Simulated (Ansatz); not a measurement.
Start from `CB[TeH]` and change one atom or group to get `C[B]([GaH2])[TeH]`.

Ansatz, PBE0-D4/def2-TZVP geometries, multiplicity 1. 

Elements past krypton have def2 core potentials. Scalar relativity is left out up to krypton. Spin–orbit coupling is left out; it splits and shifts lone-pair levels of the heavy atoms by tenths of an eV.

```json
{"property": "HOMO energy (PBE0/def2-TZVPP) / eV", "`CB[TeH]`": "-6.90"}
{"property": "size of the dipole moment (PBE/def2-TZVPP) / D", "`CB[TeH]`": "0.72"}
{"property": "LUMO energy (ωB97M-V/def2-TZVPP) / eV", "`CB[TeH]`": "0.70"}
{"property": "LUMO energy (B3LYP/def2-TZVPP) / eV", "`CB[TeH]`": "-1.36"}
{"property": "HOMO–LUMO gap (PBE/def2-TZVPP) / eV", "`CB[TeH]`": "3.87"}
{"property": "size of the dipole moment (B3LYP/def2-TZVPP) / D", "`CB[TeH]`": "0.74"}
```

**Question.** What does the change do to each property? (An estimate is asked.)

**Answer.** Computed: 
```csv
property,`C[B]([GaH2])[TeH]`,shift
HOMO energy (PBE0/def2-TZVPP) / eV,-6.98,-0.08
size of the dipole moment (PBE/def2-TZVPP) / D,1.39,0.67
LUMO energy (ωB97M-V/def2-TZVPP) / eV,-0.16,-0.86
LUMO energy (B3LYP/def2-TZVPP) / eV,-2.07,-0.71
HOMO–LUMO gap (PBE/def2-TZVPP) / eV,3.43,-0.44
size of the dipole moment (B3LYP/def2-TZVPP) / D,1.37,0.63
```

With PBE0 the HOMO falls by 0.08 eV and the LUMO falls by 0.61 eV, so the gap narrows by about 0.53 eV. PBE moves the HOMO by -0.07 eV and ωB97M-V by -0.08 eV. The zero-point energy changes by 11.8 kJ/mol with +6 modes. Dipoles are sizes alone; their direction can turn.

B3LYP here is the variant with VWN-RPA as its local correlation; programs differ in this.
